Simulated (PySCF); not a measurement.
Stretching BeCl

Set-up: PySCF, no relativity, basis sets Be pcseg-2, Cl pcseg-2. Energies in eV from Be + Cl in their ground configurations at the same level. State: ²Σ⁺ (doublet), unpaired electrons σ ↑.

All columns are r²SCAN. A positive dipole means Be(−)Cl(+).

| R (Å) | E (eV) | μ (D) | Mulliken charge on Be (basis-dependent) | HOMO (eV) | LUMO (eV) | Mayer bond order | ⟨S²⟩ |
| --- | --- | --- | --- | --- | --- | --- | --- |
| 1.553 | -3.559 | 0.21 | 0.04 | -5.07 | -2.12 | 1.44 | 0.75 |
| 1.625 | -4.062 | -0.12 | 0.11 | -5.21 | -2.23 | 1.34 | 0.75 |
| 1.698 | -4.344 | -0.46 | 0.17 | -5.35 | -2.35 | 1.27 | 0.75 |
| 1.752 | -4.446 | -0.73 | 0.21 | -5.46 | -2.44 | 1.22 | 0.75 |
| 1.806 | -4.477 | -1.00 | 0.24 | -5.58 | -2.54 | 1.17 | 0.75 |
| 1.860 | -4.453 | -1.27 | 0.28 | -5.69 | -2.65 | 1.13 | 0.75 |
| 1.932 | -4.356 | -1.64 | 0.31 | -5.83 | -2.80 | 1.08 | 0.75 |
| 2.023 | -4.162 | -2.11 | 0.35 | -6.01 | -3.00 | 1.02 | 0.75 |
| 2.131 | -3.864 | -2.66 | 0.39 | -6.22 | -3.26 | 0.97 | 0.75 |
| 2.276 | -3.415 | -3.39 | 0.43 | -6.47 | -3.62 | 0.91 | 0.75 |

A fit through these points gives, at Re = 1.807 Å, μ = -1.00 D and dμ/dR = -5.03 D/Å; the reduced mass is 7.165 u.

**Question.** How strong is the fundamental in the double-harmonic approximation, I = 42.26·(dμ/dR)²/μred km/mol?

**Answer.** I = 42.26·(-5.03)²/7.165 = 149 km/mol at r²SCAN.

The state was picked by a PBE0 search and need not be the measured ground state.
